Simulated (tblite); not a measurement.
Run record: tight-binding relaxation, `N#C[SiH]1[SiH2][Si](P)[SiH2]1` [radical].

Computed with GFN2-xTB geometry optimisation, gas phase (tblite 0.8.0). Start geometry: from a force field or distance geometry. A driver script takes a list of jobs; this job's settings line and coordinates (Å) are shown.

Command:
```bash
OMP_NUM_THREADS=1 python probes_run.py task.json out
```

Input:
```
{"job": {"kind": "relax", "xc": "GFN2-xTB", "basis": "xTB"}, "charge": 0, "multiplicity": 2}
N     -3.476500     1.814400    -0.995800
C     -2.845800     0.936200    -0.621500
Si    -1.760100    -0.456200    -0.003000
Si     0.072700    -0.624400    -1.337900
Si     1.027200     1.028700    -0.042000
P      3.146800     0.582600     0.410200
Si    -0.376300     0.309600     1.623600
H     -2.460900    -1.733400     0.297700
H     -0.108900    -0.240500    -2.749100
H      0.796400    -1.921500    -1.164100
H      3.035800    -0.819700     0.579200
H      3.635100     0.500700    -0.912000
H     -0.925900     1.413300     2.469600
H      0.240100    -0.790400     2.423000
```

Output:
```
step      E/eV     max force
  0    -486.66940    2.043
  1    -486.80507    1.385
  2    -486.79529    5.157
  3    -486.92382    0.748
  4    -486.96660    0.826
  5    -487.10078    1.478
  6    -487.13648    0.871
  7    -487.16596    0.398
  8    -487.18586    0.728
  9    -487.20471    0.594
... (189 lines left out)
199    -487.38476    0.014
200    -487.38480    0.024
201    -487.38484    0.018
202    -487.38488    0.022
203    -487.38493    0.021
204    -487.38500    0.020
205    -487.38509    0.020
206    -487.38517    0.017
207    -487.38522    0.010
208    -487.38524    0.008
```

«max force» is the largest atomic force in eV/Å.

Question: From which step on does the largest force stay under 0.1 eV/Å, and how much energy is left to gain from there?

Answer: From step 153 (0.095 eV/Å), 5.3 meV above the end.

Main results: energy lowered by 16.5 kcal/mol over 208 steps; largest atomic force 0.008 eV/Å at the end.

Question: Where do the atoms end?

Answer: 0.966 Å rms from the input after alignment:
```
atom  x, y, z in Å
N1    -3.9728    1.1325   -0.7635
C2    -3.0991    0.4757   -0.4133
Si3   -1.6218   -0.5183    0.1198
Si4   -0.0354   -0.5934   -1.6204
Si5    1.3927    0.7173   -0.2086
P6     3.0945   -0.5955    0.4521
Si7   -0.2411    0.7489    1.5471
H8    -2.2585   -1.7517    0.5988
H9    -0.4236    0.0902   -2.8590
H10    0.3046   -1.9516   -2.0640
H11    3.8572   -0.3889   -0.6801
H12    3.7575    0.3985    1.1435
H13   -0.7330    2.0949    1.8595
H14   -0.0218    0.1410    2.8659
```

Question: Estimate the wall time. Hardware: one thread of an Arm Neoverse V1, no GPU, shared host with 32 logical CPUs at a one-minute load of 20.

Answer: About 2.4 s.
Labels such as C1 count atoms from 1, the log's own numbers from 0.
